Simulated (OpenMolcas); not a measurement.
3s2 3p along the 13-electron sequence

| Quantity | Value |
| --- | --- |
| Program | OpenMolcas 26.06 |
| Method | XMS-RASPT2, IPEA 0.25 Eh, imaginary shift 0.1 Eh |
| Basis | ANO-RCC-VTZP |
| Scalar Hamiltonian | DKH2, point nucleus |
| Spin-orbit coupling | RASSI with atomic mean-field integrals over the reference wave functions, term energies averaged over their components |

Active space for each ion: 3 electrons in 9 orbitals (RAS2 3s 3p; RAS3 3d, at most 2 electrons); closed shells correlated by CASPT2: 2s 2p.

Computed levels in cm-1 above 2P* 1/2:

```
                                Level   Al  Si+  P2+  S3+  Cl4+  Ar5+
                              2P* 3/2  106  250  488  841  1349  2010
weight of 2P* in the lowest level (%)  100  100  100  100   100   100
```

Measured, with the error of the calculation in %. Measured levels: Al, Si+ from NIST Handbook of Basic Atomic Spectroscopic Data; P2+ from Martin, Zalubas and Musgrove, J. Phys. Chem. Ref. Data 14, 751 (1985); S3+ from NIST levels in Podobedova, Kelleher and Wiese, J. Phys. Chem. Ref. Data 38, 171 (2009); Ar5+ from Saloman, J. Phys. Chem. Ref. Data 39, 033101 (2010).

```json
{"Level": "2P* 3/2", "Al": "112 (-5.2)", "Si+": "287 (-13.0)", "P2+": "559 (-12.7)", "S3+": "951 (-11.6)", "Ar5+": "2208 (-8.9)"}
```

The fine-structure level 2P* 3/2 changes by a factor of 19 from Al to Ar5+. Its fourth root runs 3.21, 3.98, 4.70, 5.39, 6.06, 6.70, with steps per unit of Z of 0.77, 0.72, 0.69, 0.68, 0.64; equal steps would mean a (Z - σ)^4 law with constant σ.

Active for correlation alone: 3d; no level in the range computed is led by a configuration that fills it, so any true level of that kind is missing (holds for Al; P2+; S3+; Cl4+; Ar5+). The run also gave levels led by 3s 3p 3d, which use shells meant for correlation; these and all levels above them are left out (holds for Si+). Computed and measured levels are paired by configuration, term and J; levels that our copy of the source lacks, or whose pairing is in doubt (as where it misses far off the trend of its configuration), stay unpaired and out of the deviations. Levels of configurations outside the active space are missing.

* marks odd parity.
